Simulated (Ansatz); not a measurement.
Pb₅⁺. Total charge 1; doublet. Geometry r2SCAN-D4/def2-SVP, basis def2-TZVP, Ansatz.

```tsv
atom	x (Å)	y (Å)	z (Å)
Pb1	1.678	0.178	1.064
Pb2	0.902	1.160	-1.578
Pb3	0.255	-2.291	-0.038
Pb4	-1.661	-0.157	-1.093
Pb5	-1.174	1.109	1.645
```

| run | HOMO (eV) | LUMO (eV) |
| --- | --- | --- |
| A | -9.91 | -7.24 |
| B | -9.08 | -8.28 |
| C | -8.79 | -8.53 |
| D | -9.43 | -7.92 |
| E | -8.96 | -8.44 |

In the def2 sets Pb takes a core potential; there is no spin–orbit coupling. HSE06 is defined as in plane-wave codes, on full-range PBE exchange. Another isomer (doublet) lies 0.05 eV lower at r2SCAN-D4/def2-TZVP; other spin states weren't run for this one.

HOMO and LUMO are taken over both spins.

Question: The runs used BHLYP, HSE06, PBE, PBE0, r2SCAN. Estimate which is which.

Answer: A BHLYP (50 % exact exchange); B HSE06 (range-separated); C PBE (0 % exact exchange); D PBE0 (25 % exact exchange); E r2SCAN (0 % exact exchange). Exact exchange lowers occupied and raises empty levels; among semilocal functionals meta-GGAs tend to open the gap a little, and such runs are hard to tell apart. The gap grows from 0.26 eV (PBE) to 2.66 eV (BHLYP).
